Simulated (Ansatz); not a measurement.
H3InO2S, SMILES `[OH][In]([OH])[SH]`. Total charge 0; spin multiplicity 1. In takes the def2 core potential. All single points use the PBE0-D4/def2-TZVP geometry. It is one conformer, not always the lowest.

```xyz
7

O     0.689    1.865    0.480
In    0.058    0.044    0.038
O    -1.605    0.006   -1.023
S     1.114   -1.973    0.667
H     1.499    1.879    0.996
H    -1.928    0.892   -1.209
H     0.174   -2.713    0.052
```

(1) What is the dipole moment at r2SCAN/def2-TZVPP? (Estimate.)

(2) And with PBE, B3LYP, ωB97M-V? (Best estimate.)

(3) Give the Mulliken charges with r2SCAN, ωB97M-V, PBE in def2-TZVPP. (An estimate is asked.)

Answers

(1) The calculation gave: 0.77 D, with components (0.65, 0.07, 0.41) D in this frame, pointing from negative to positive charge.

(2) Computed: PBE 0.75 D, B3LYP 0.88 D, ωB97M-V 0.89 D.

(3) Computed: 
```
atom  r2SCAN  ωB97M-V    PBE
  O1   -0.52    -0.50  -0.46
 In2    0.89     0.87   0.77
  O3   -0.53    -0.51  -0.46
  S4   -0.36    -0.33  -0.35
  H5    0.19     0.17   0.18
  H6    0.20     0.17   0.18
  H7    0.13     0.14   0.14
```

B3LYP here is the variant with VWN-RPA as its local correlation; programs differ in this.
